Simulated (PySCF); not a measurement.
# Radial density of Li⁺ (lithium, charge +1)

PBE0, 1s2, closed-shell 1S. All numbers are calculated (PySCF 2.14, the non-relativistic Hamiltonian (point nucleus), in def2-SVP (3s2p, 9 functions)).

```json
{"r (bohr)": "0.00981", "4πr²ρ (e/bohr)": "0.01450"}
{"r (bohr)": "0.0165", "4πr²ρ (e/bohr)": "0.04041"}
{"r (bohr)": "0.0278", "4πr²ρ (e/bohr)": "0.1098"}
{"r (bohr)": "0.0467", "4πr²ρ (e/bohr)": "0.2812"}
{"r (bohr)": "0.0785", "4πr²ρ (e/bohr)": "0.6532"}
{"r (bohr)": "0.132", "4πr²ρ (e/bohr)": "1.360"}
{"r (bohr)": "0.222", "4πr²ρ (e/bohr)": "2.290"}
{"r (bohr)": "0.374", "4πr²ρ (e/bohr)": "2.809"}
{"r (bohr)": "0.629", "4πr²ρ (e/bohr)": "2.023"}
{"r (bohr)": "1.06", "4πr²ρ (e/bohr)": "0.6326"}
{"r (bohr)": "1.78", "4πr²ρ (e/bohr)": "0.05282"}
{"r (bohr)": "2.99", "4πr²ρ (e/bohr)": "0.0003620"}
{"r (bohr)": "5.03", "4πr²ρ (e/bohr)": "3.958e-05"}
```
